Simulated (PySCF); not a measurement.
**Vanadium: a sound run and one with changed settings**

Sound run: V⁺ [Ar] 3d4, V²⁺ [Ar] 3d3. All numbers are calculated (PySCF 2.14, no relativity, point nucleus, in def2-SVP). The sound run starts from symmetry-adapted Hartree-Fock orbitals and uses a fine grid where one is needed.

Changed run: radial step 0.8 in ln r (0.13 in the sound run). This setting is unsound on purpose.

| species | method | sound run (hartree) | changed run (hartree) | converged |
| --- | --- | --- | --- | --- |
| V⁺ | UHF | -942.53004 | -942.53004 | yes |
| V⁺ | B3LYP | -943.54161 | -943.45192 | yes |
| V⁺ | r2SCAN | -943.49569 | -943.41822 | yes |
| V²⁺ | UHF | -942.04960 | -942.04960 | yes |
| V²⁺ | B3LYP | -942.99639 | -942.91015 | yes |
| V²⁺ | r2SCAN | -942.95831 | -942.89072 | yes |

Ionisation energy of V⁺:

| method | sound run (eV) | changed run (eV) |
| --- | --- | --- |
| UHF | 13.074 | 13.074 |
| B3LYP | 14.836 | 14.742 |
| r2SCAN | 14.623 | 14.354 |

A coarse radial grid mis-integrates the density and the exchange-correlation energy, with errors of either sign; Hartree-Fock needs no grid.

For comparison, NIST gives 14.634 ± 0.007 eV between the lowest levels.
